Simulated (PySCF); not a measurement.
Compound: C5H17GeNSi.
Numbering: `[CH3:1][CH2:2][NH:3][Si@@H:4]([CH3:5])[CH2:6][CH2:7][GeH3:8]` (hydrogens: H9, H10, H11 on C1; H12, H13 on C2; H14 on N3; H15 on Si4; H16, H17, H18 on C5; H19, H20 on C6; H21, H22 on C7; H23, H24, H25 on Ge8)

Method: PBE0-D3(BJ)/def2-SVP geometry optimisation, gas phase in PySCF 2.14.0; density fitting, grid level 1; the optimiser is geomeTRIC in internal coordinates, started from a GFN2-xTB structure.

Step 0: E = -71316.2507 eV
```
atom  x, y, z in Å  |  force x, y, z in eV/Å
C1     -3.0956    1.6072    0.7044   -0.073  -0.620  -0.392
C2     -2.9257    0.3541   -0.1511    0.439   0.492   0.180
N3     -1.5418    0.0178   -0.3964   -0.212   0.188  -0.205
Si4    -0.5573   -0.8715    0.7016    0.157  -1.242  -0.352
C5     -1.4618   -2.4858    1.1207    0.329   0.769  -0.074
C6      1.0637   -1.2579   -0.2137   -0.273   0.487   0.217
C7      1.6512   -0.0861   -0.9908    0.017   0.084   0.331
Ge8     1.9698    1.5302    0.0852    0.080  -0.387  -0.518
H9     -2.6270    2.4614    0.2189    0.175   0.384  -0.147
H10    -4.1501    1.8261    0.8511   -0.468   0.201   0.131
H11    -2.6261    1.4612    1.6741    0.189   0.027   0.449
H12    -3.4281    0.5012   -1.1144   -0.276  -0.090  -0.179
H13    -3.3899   -0.4970    0.3482   -0.338  -0.297   0.067
H14    -1.0820    0.7596   -0.9063    0.206   0.114  -0.139
H15    -0.2282   -0.1866    1.9770    0.095   0.215   0.311
H16    -0.7889   -3.1979    1.5860    0.408  -0.335   0.293
H17    -2.2765   -2.3088    1.8144   -0.450   0.071   0.402
H18    -1.8769   -2.9525    0.2336   -0.156  -0.151  -0.533
H19     0.9193   -2.0962   -0.8987   -0.218  -0.354  -0.152
H20     1.7926   -1.5908    0.5271    0.230  -0.217   0.364
H21     2.6041   -0.3817   -1.4414    0.268   0.067  -0.139
H22     0.9900    0.1726   -1.8210   -0.166   0.198  -0.285
H23     0.7126    2.2512    0.4601   -0.833   0.279   0.150
H24     2.6953    1.2351    1.3587    0.419  -0.337   0.721
H25     2.8065    2.5208   -0.6710    0.449   0.455  -0.501
```

Step 1: E = -71316.4032 eV
```
atom  x, y, z in Å  |  force x, y, z in eV/Å
C1     -3.1641    1.5908    0.7086    0.038   0.080   0.057
C2     -2.9633    0.3589   -0.1600   -0.083  -0.100  -0.063
N3     -1.5791    0.0208   -0.4177   -0.011  -0.038  -0.027
Si4    -0.5766   -0.9105    0.6573    0.113   0.195   0.264
C5     -1.4631   -2.4912    1.1474    0.000  -0.087  -0.124
C6      1.0672   -1.2375   -0.2183   -0.055  -0.151  -0.040
C7      1.6877   -0.0635   -0.9780    0.033   0.047  -0.101
Ge8     2.0828    1.5436    0.0863   -0.038   0.151   0.141
H9     -2.7007    2.4763    0.2415   -0.022  -0.017   0.024
H10    -4.2329    1.8130    0.8624    0.023  -0.020  -0.014
H11    -2.6948    1.4561    1.6971   -0.016   0.013  -0.027
H12    -3.4945    0.4970   -1.1218    0.019  -0.013   0.050
H13    -3.4508   -0.5108    0.3178    0.036   0.044  -0.040
H14    -1.0988    0.7520   -0.9344   -0.002  -0.014  -0.005
H15    -0.2384   -0.1734    1.9357   -0.026  -0.053  -0.034
H16    -0.7705   -3.1910    1.6445   -0.002   0.062  -0.016
H17    -2.2968   -2.3085    1.8441    0.036   0.050  -0.033
H18    -1.8696   -2.9910    0.2523    0.019  -0.006   0.039
H19     0.9077   -2.0855   -0.9113    0.025   0.038   0.014
H20     1.7764   -1.6055    0.5460   -0.068  -0.005   0.010
H21     2.6379   -0.3643   -1.4535   -0.036  -0.001   0.018
H22     1.0299    0.2486   -1.8093    0.037   0.006   0.037
H23     0.7572    2.2602    0.4785    0.214  -0.084  -0.045
H24     2.8483    1.1676    1.3864   -0.106   0.061  -0.200
H25     2.9483    2.5334   -0.7453   -0.129  -0.160   0.113
```

**Question.** Estimate the geometry and energy of step 2. (The exact step hangs on the optimiser's Hessian estimate; all steps are aligned on step 1, rigid shifts and turns removed.)

**Answer.** E = -71316.4153 eV, largest force 0.122 eV/Å
```
atom  x, y, z in Å  |  force x, y, z in eV/Å
C1     -3.1770    1.5885    0.7066    0.002   0.007   0.005
C2     -2.9643    0.3545   -0.1601   -0.001  -0.008  -0.004
N3     -1.5766    0.0278   -0.4127   -0.001  -0.005  -0.014
Si4    -0.5702   -0.8929    0.6680    0.035   0.079   0.086
C5     -1.4504   -2.4779    1.1399   -0.019  -0.058  -0.051
C6      1.0604   -1.2378   -0.2177   -0.028  -0.046  -0.054
C7      1.6847   -0.0660   -0.9792    0.031   0.003  -0.014
Ge8     2.0871    1.5325    0.0914   -0.016   0.011   0.018
H9     -2.7240    2.4786    0.2400   -0.004  -0.004  -0.003
H10    -4.2483    1.7973    0.8562   -0.004  -0.002   0.001
H11    -2.7096    1.4622    1.6959   -0.002  -0.005  -0.002
H12    -3.4950    0.4841   -1.1216    0.004   0.006   0.004
H13    -3.4429   -0.5178    0.3173    0.000   0.006   0.000
H14    -1.1003    0.7588   -0.9331   -0.008   0.000  -0.009
H15    -0.2357   -0.1653    1.9487   -0.004  -0.016  -0.011
H16    -0.7541   -3.1700    1.6394    0.004   0.016   0.017
H17    -2.2854   -2.2935    1.8330   -0.004   0.005   0.001
H18    -1.8506   -2.9799    0.2445    0.015   0.002   0.011
H19     0.8926   -2.0825   -0.9110   -0.012   0.009   0.010
H20     1.7634   -1.6139    0.5469    0.000   0.003   0.008
H21     2.6304   -0.3710   -1.4581    0.002   0.005   0.005
H22     1.0275    0.2545   -1.8058   -0.003  -0.007   0.005
H23     0.7856    2.2576    0.4928    0.006  -0.002   0.003
H24     2.8539    1.1518    1.3725    0.004  -0.003  -0.001
H25     2.9482    2.5061   -0.7374    0.004   0.002  -0.010
```

The energy changes by -0.0120 eV. The first-order estimate −F·Δx gives -0.0212 eV and the mean of the old and new forces, exact on a quadratic surface, -0.0118 eV. The step makes an angle of 70° with the force vector and moves no atom by more than 0.032 Å.

What follows is the cost of the whole optimisation. Time: 2.0 min wall; peak memory 0.95 GiB. Hardware: an Intel Xeon 6975P-C with one thread, shared host with 192 logical CPUs at a one-minute load of 53.
